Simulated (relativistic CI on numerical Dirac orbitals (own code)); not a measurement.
**Sensitivity of the levels of Eu VII to α and to the nuclear radius**

These numbers are calculated, not measured: Dirac-Coulomb-Breit CI, separate exchange-only KLI orbitals for each configuration, derivatives by finite differences, unscaled Slater integrals, QED left out (own radial code, finite nucleus).

Configurations in the expansion (outside the closed core [Kr] 4d10): 4f⁵5s²5p⁴, 4f⁴5s5p⁶. The list is cut by size and lacks configurations that can hold low levels.

With x = (α/α₀)² − 1 an excitation energy changes as ω = ω₀ + qx; K = 2q/ω₀ is the relative enhancement. Terms are leading LS components, so labels can repeat. The field-shift factor is F = δν/δ⟨r²⟩ for the transition from the lowest level.

Lowest level 4f⁵5s²5p⁴ ⁸G°1/2.

```tsv
Level	ω₀ (cm⁻¹)	q (cm⁻¹)	K	F (GHz/fm²)
4f⁵5s²5p⁴ ⁸G°3/2	807.1	593.2	1.47	0.00779
4f⁵5s²5p⁴ ⁸G°5/2	2077.5	1437	1.38	0.0227
4f⁵5s²5p⁴ ⁸G°7/2	3707.9	2358	1.27	0.0483
4f⁵5s²5p⁴ ⁸G°9/2	5567.1	3159	1.14	0.0901
4f⁵5s²5p⁴ ⁸G°11/2	7537.1	3734	0.991	0.154
4f⁵5s²5p⁴ ⁸G°13/2	9553.3	4082	0.854	0.24
4f⁵5s²5p⁴ ⁸G°15/2	11535.6	4035	0.7	0.339
4f⁵5s²5p⁴ ⁸I°19/2	12766.0	5132	0.804	0.469
4f⁵5s²5p⁴ ⁸I°17/2	12818.6	3869	0.604	0.406
4f⁵5s²5p⁴ ⁸D°3/2	14365.1	-1225	-0.171	0.395
4f⁵5s²5p⁴ ⁸G°15/2	14862.6	6422	0.864	0.207
4f⁵5s²5p⁴ ⁸D°5/2	14968.1	-454.2	-0.0607	0.384
4f⁵5s²5p⁴ ⁸I°13/2	15060.4	4339	0.576	0.147
4f⁵5s²5p⁴ ⁸I°11/2	15465.8	2678	0.346	0.113
4f⁵5s²5p⁴ ⁸F°7/2	15642.6	194.2	0.0248	0.383
4f⁵5s²5p⁴ ⁸I°9/2	15927.5	1165	0.146	0.184
4f⁵5s²5p⁴ ⁸F°9/2	17133.3	1290	0.151	0.233
4f⁵5s²5p⁴ ⁸I°7/2	17262.8	971.8	0.113	-0.0262
4f⁵5s²5p⁴ ⁸I°5/2	18409.4	489.2	0.0531	-0.0529
4f⁵5s²5p⁴ ⁸F°11/2	18820.8	1906	0.203	0.395
4f⁵5s²5p⁴ ⁸F°13/2	21699.5	2520	0.232	0.472
4f⁵5s²5p⁴ ⁶G°3/2	22533.7	-1005	-0.0892	0.108
4f⁵5s²5p⁴ ⁸F°1/2	22721.0	791.8	0.0697	0.143
```

At this charge configurations can still be misplaced by up to about 7 % of their energy. Terms inside the open d or f shell come out 10 to 20 % too wide with unscaled integrals. Levels and lines within the n = 5 or 6 shells can be off by up to 10 % or somewhat more, and those that change n by about 2 %, since core polarisation is missing.
